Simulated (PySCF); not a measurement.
# Electron correlation in As⁺ (arsenic, charge +1)

[Ar] 3d10 4s2 4p2, high-spin 3P determinant. Calculation: PySCF 2.14, in pcseg-2 (6s5p3d1f, 43 functions); no relativity, point nucleus. Frozen: [Ar] 3d10; 4 electrons correlated.

MP2 pair energies summed by pair of shells (mhartree):

| pair | energy | share (%) |
| --- | --- | --- |
| 4s-4p | -33.10 | 61.9 |
| 4s-4s | -15.19 | 28.4 |
| 4p-4p | -5.22 | 9.8 |

Total MP2 correlation energy: -53.52 mhartree.

Same-spin part -8.84 and opposite-spin part -44.67 mhartree; SCS-MP2 scales them by 1/3 and 6/5 to -56.56 mhartree.

```json
{"level": "CCSD", "correlation energy (mhartree)": "-69.17"}
{"level": "(T)", "correlation energy (mhartree)": "-1.64"}
{"level": "CCSD(T)", "correlation energy (mhartree)": "-70.81"}
```

Diagnostics: T1 = 0.0075, D1 = 0.0202, largest double amplitude 0.095.

Cost of the coupled-cluster step: 0.53 s of wall time on 1 thread of Neoverse-N1 (shared host), for 4 correlated electrons.
